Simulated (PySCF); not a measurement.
Correlation energy of Ag (silver, neutral)

[Kr] 4d10 5p1, 2P determinant (an excited configuration). Computed with PySCF 2.14 in x2c-QZVPPall (13s8p7d4f2g, 118 functions), with scalar relativity by spin-free X2C-1e. Frozen: [Kr]; 11 electrons correlated.

MP2 pair energies summed by pair of shells (mhartree):

```tsv
pair	energy	share (%)
4d-4d	-371.90	96.1
4d-5p	-15.25	3.9
```

Total MP2 correlation energy: -387.15 mhartree.

Same-spin part -139.59 and opposite-spin part -247.56 mhartree; SCS-MP2 scales them by 1/3 and 6/5 to -343.60 mhartree.

The basis was made for the ground configuration and has no added diffuse functions, which can raise the energy of the promoted electron.
